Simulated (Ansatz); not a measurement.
`C=C(N)CN` + `OBS` → `C=C(N)SBO` + CH₃NH₂  (substitution at a C–C bond)

Program: Ansatz. Geometries: PBE0-D4/def2-TZVP. ΔE: electronic, gas phase. CCSD(T)/CBS is the MP2 limit (def2-TZVPP, def2-QZVPP) plus CCSD(T) − MP2 in def2-TZVPP, frozen cores. Functionals use def2-TZVPP. Each species was taken in one conformer, which may not be the lowest.

`C=C(N)CN`:

Cartesian coordinates in Å:
```
C 1.287 0.886 -0.975
C 0.267 0.567 -0.172
N -0.830 1.363 0.085
C 0.257 -0.710 0.623
N -1.033 -1.379 0.503
H 2.133 0.219 -1.073
H 1.317 1.822 -1.521
H -1.652 0.824 0.320
H -1.003 2.102 -0.576
H 0.394 -0.454 1.679
H 1.115 -1.321 0.317
H -1.130 -2.106 1.198
H -1.124 -1.813 -0.408
```

`OBS`:

Cartesian coordinates in Å:
```
O -0.083 0.985 1.120
B -0.339 0.207 0.045
S 0.898 -0.952 -0.597
H 0.789 0.876 1.508
H -1.408 0.304 -0.475
H 0.144 -1.421 -1.600
```

`C=C(N)SBO`:

Z-matrix (Å, degrees):
```
C
C 1 1.331
H 1 1.080 2 120.9
H 1 1.085 2 120.9 3 -179.4
N 2 1.404 1 124.3 3 172.7
S 2 1.771 1 120.9 3 -4.8
H 5 1.012 2 112.9 1 134.5
H 5 1.012 2 112.8 1 7.8
B 6 1.827 2 103.4 1 132.2
O 9 1.341 6 124.9 2 6.1
H 9 1.195 6 114.6 2 -174.2
H 10 0.976 9 111.4 6 5.4
```

CH₃NH₂:

Z-matrix (Å, degrees):
```
C
N 1 1.453
H 1 1.092 2 109.4
H 1 1.100 2 115.4 3 -121.6
H 1 1.092 2 109.4 3 116.8
H 2 1.012 1 110.6 3 62.6
H 2 1.012 1 110.6 3 -179.3
```

CCSD(T)/CBS gives +0.11 eV.

(1) Another level gave +0.12 eV. Which?
A. CCSD/def2-TZVPP
B. CCSD(T)/def2-TZVPP
C. PBE/def2-TZVPP
D. HF/def2-TZVPP

Largest T1 diagnostic among the species: 0.013.

## Answers

(1) B. CCSD(T)/def2-TZVPP 0.12, PBE 0.08, CCSD/def2-TZVPP 0.17, HF/def2-TZVPP 0.29 eV.

From PBE to PBE0 (25 % exact exchange), in def2-TZVPP and without D4, ΔE moves by +0.05 eV. In def2-TZVPP, CCSD(T) changes the Hartree–Fock value by −0.17 eV (the triples alone add −0.05 eV) and MP2 by −0.20 eV.
